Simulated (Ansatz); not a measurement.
A geometry relaxed with PBE0-D4/def2-TZVP run with Ansatz (an electronic-structure program), charge 0, multiplicity 1:

```xyz
10

O     -1.4906     1.2196     0.0265
N      2.2144     1.3050    -0.4951
H     -0.9608     1.9227    -0.3561
H     -0.9542    -0.6781    -1.6669
C      0.7364    -0.5877     0.4810
C      1.6005     0.4417    -0.0434
H      0.7074    -0.5261     1.5722
Si    -1.0084    -0.3250    -0.2255
H      1.1118    -1.5768     0.2027
H     -1.9564    -1.1953     0.5046
```

Task: Write the SMILES of this molecule.

Result: `N#CC[SiH2]O`
